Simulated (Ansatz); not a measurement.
Abridged output of a molecular run in Ansatz:

```
Functional definition: HF
1608 factors; integrals over basis functions are off by at most 8.1e-4 eV
mean field evaluation 1: about -12106.8876 eV, gradient 3.4e1 eV
mean field evaluation 2: about -12107.2096 eV, gradient 3.4e1 eV
mean field evaluation 4: about -12110.7434 eV, gradient 4.2e0 eV
mean field evaluation 8: about -12110.8013 eV, gradient 3.1e-1 eV
mean field -12110.80155630 eV, -445.0637481979 hartree, gradient 2.6e-6 eV, S^2 0.000000; 0 other end points of the search recorded, 0 dependent functions left out
9 core orbitals not correlated: weight in the atoms' cores, before any rotation towards them, 1.000 or more for the frozen orbitals, at most 0.000 for the correlated occupied ones
reference -12110.80155630 eV, -445.0637481979 hartree; 14, 14 occupied and 255, 255 virtual orbitals, 1608 factors
second order -21.13896222 eV of doubles, -0.00000000 eV of singles
cycle   1  -21.76104484 eV  change   -6.2e-1 eV  update   1.1e-1
cycle   2  -22.38619085 eV  change   -6.3e-1 eV  update   3.2e-2
cycle   3  -22.50085841 eV  change   -1.1e-1 eV  update   1.4e-2
cycle   4  -22.50031454 eV  change    5.4e-4 eV  update   3.9e-3
cycle   5  -22.50183048 eV  change   -1.5e-3 eV  update   1.4e-3
cycle   6  -22.50216200 eV  change   -3.3e-4 eV  update   3.8e-4
cycle   7  -22.50220135 eV  change   -3.9e-5 eV  update   1.1e-4
cycle   8  -22.50225154 eV  change   -5.0e-5 eV  update   3.6e-5
cycle   9  -22.50226670 eV  change   -1.5e-5 eV  update   1.2e-5
perturbative correction -0.99333110 eV, -0.0365042447 hartree
Total energy: -12134.29715410 eV, -445.9271954913 hartree
```

Its atoms:

```xyz
13

C     1.566   -2.686    0.545
C     0.741   -1.816    0.490
C    -0.234   -0.741    0.404
C     0.305    0.494   -0.326
Si   -0.943    1.893   -0.446
H     2.293   -3.461    0.599
H    -1.130   -1.117   -0.103
H    -0.552   -0.470    1.417
H     1.200    0.862    0.184
H     0.621    0.216   -1.336
H    -0.353    3.052   -1.167
H    -2.158    1.440   -1.176
H    -1.356    2.334    0.915
```

Task: Which basis set was used?
A. def2-TZVPP
B. cc-pV(Q+d)Z
C. def2-TZVPPD
D. cc-pV(D+d)Z

Result: A. It gives 278 functions.

Task: Write the keys of the input that set method, charge and spin (a neutral closed shell needs none for the last two).

Result: 
```yaml
correlation: {method: ccsd_t}
```
